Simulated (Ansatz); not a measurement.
Compare A (`BOCCS`) with its isomer B (`CC(S)BO`).

Computed with Ansatz on PBE0-D4/def2-TZVP structures; ΔE is electronic, products minus reactants. CCSD(T)/CBS is the MP2 limit (def2-TZVPP, def2-QZVPP) plus CCSD(T) − MP2 in def2-TZVPP, frozen cores. Functionals use def2-TZVPP. B3LYP here is the variant with VWN-RPA as its local correlation; programs differ in this. One conformer a species, not always the lowest.

A:

Z-matrix (Å, degrees):
```
C
O 1 1.419
C 1 1.513 2 109.6
H 1 1.092 2 108.0 3 119.8
H 1 1.096 2 110.1 3 -121.9
B 2 1.341 1 122.2 3 112.8
S 3 1.806 1 112.4 2 175.1
H 3 1.091 1 111.0 2 -60.9
H 3 1.092 1 109.9 2 57.9
H 6 1.196 2 117.0 1 -179.1
H 6 1.203 2 120.1 1 0.9
H 7 1.343 3 96.9 1 67.5
```

B:

Z-matrix (Å, degrees):
```
C
C 1 1.518
H 1 1.093 2 110.2
H 1 1.092 2 111.8 3 119.9
H 1 1.095 2 111.8 3 -120.4
S 2 1.840 1 107.8 3 178.0
B 2 1.575 1 116.9 3 66.0
H 2 1.092 1 110.1 3 -64.8
H 6 1.343 2 97.3 1 179.2
O 7 1.352 2 123.5 1 12.9
H 7 1.200 2 120.2 1 -168.7
H 10 0.962 7 113.7 2 -2.0
```

Problem. Which isomer does CCSD(T)/CBS put lower? Give the gap. (Estimate.)

Solution. Computed: B, by 83.9 kJ/mol.

Problem. Give E(B) − E(A) in kJ/mol with HF/def2-TZVPP, CCSD/def2-TZVPP, B3LYP-D4, B3LYP, PBE-D4, B2PLYP, CCSD(T)/def2-TZVPP. (Estimate.)

Solution. The calculation gave: HF/def2-TZVPP -62.2, CCSD/def2-TZVPP -80.2, B3LYP-D4 -78.6, B3LYP -73.8, PBE-D4 -87.1, B2PLYP -78.2, CCSD(T)/def2-TZVPP -82.6. None reverses the order clearly.

Largest T1 diagnostic: 0.013.

The D4 term adds −4.8 kJ/mol with B3LYP and −2.4 kJ/mol with PBE0; it sums over pairs of atoms, weighted by their polarisabilities, and B3LYP, whose exchange is more repulsive, gets the larger term. In def2-TZVPP, CCSD(T) changes the Hartree–Fock value by −20.4 kJ/mol (the triples alone add −2.4 kJ/mol) and MP2 by −27.0 kJ/mol.
